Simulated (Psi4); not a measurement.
C$_{2}$H$_{4}$, charge +1, doublet, geometry from GFN2-xTB (a state made from the parent by changing its charge; the spin is typed, not shown lowest).

Input for Psi4:
```
memory 2 GB

molecule {
1 2
C    -0.01363228   -0.00641662    0.65335312
C     0.01363228    0.00641662   -0.65335312
H     0.20968731    0.85394969    1.29649447
H    -0.26322925   -0.87915153    1.26960612
H    -0.20979374    0.87921939   -1.27947513
H     0.26333568   -0.85401755   -1.28662546
}

set {
  basis 6-31g*
  reference uks
}

energy('cam-b3lyp')
print_variables()
```

Problem. Estimate the nuclear repulsion energy that CAM-B3LYP/6-31G* run with Psi4 1.11 returns for this input.

Solution. 33.4354 Eh

Problem. Estimate the total energy that CAM-B3LYP/6-31G* returns for this input.

Solution. -156.301780 Ry

Problem. Give the number of basis functions at the level CAM-B3LYP/6-31G*.

Solution. 38

Problem. Estimate the <S^2> that CAM-B3LYP/6-31G* returns for this input.

Solution. 0.755

These values belong to the state on which the SCF converged, which isn't shown to be the lowest.
